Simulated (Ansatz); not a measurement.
`[AlH2][CH2][SiH2][GeH3]` + `[CH3][GeH2][CH3]` → `[CH3][GeH2][CH2][AlH2]` + `C[SiH2][GeH3]`  (formal exchange of groups at the Al–C bond)

Calculated with Ansatz (gas phase, PBE0-D4/def2-TZVP geometries, no zero-point term in ΔE). CCSD(T)/CBS is the MP2 limit (def2-TZVPP, def2-QZVPP) plus CCSD(T) − MP2 in def2-TZVPP, frozen cores. DFT in def2-TZVPP. For Ge outer-core shells are correlated without core-valence functions, which leaves a few kJ/mol of doubt a bond. Scalar relativity is left out up to krypton. Each species was taken in one conformer, which may not be the lowest.

```csv
level,ΔE (kJ/mol)
r2SCAN-D4,10.8
PBE0,9.8
HF/CBS(def2),5.2
MP2/CBS(def2),11.3
```

(1) What does CCSD(T)/CBS give? (An estimate is asked.)

Largest T1 diagnostic among the species: 0.012.

Answers

(1) The calculation gave: +11.0 kJ/mol. The listed levels differ from it by -0.2, -1.2, -5.8, 0.3 kJ/mol.

In def2-TZVPP, CCSD(T) changes the Hartree–Fock value by +5.6 kJ/mol (the triples alone add +0.7 kJ/mol) and MP2 by +5.9 kJ/mol. The D4 term adds +4.5 kJ/mol with B3LYP and +2.3 kJ/mol with PBE0; it sums over pairs of atoms, weighted by their polarisabilities, and B3LYP, whose exchange is more repulsive, gets the larger term.

CCSD(T)/CBS has its own doubt, a few kJ/mol and more with outer-core shells, so smaller differences from it don't rank the levels.

B3LYP here is the variant with VWN-RPA as its local correlation; programs differ in this.
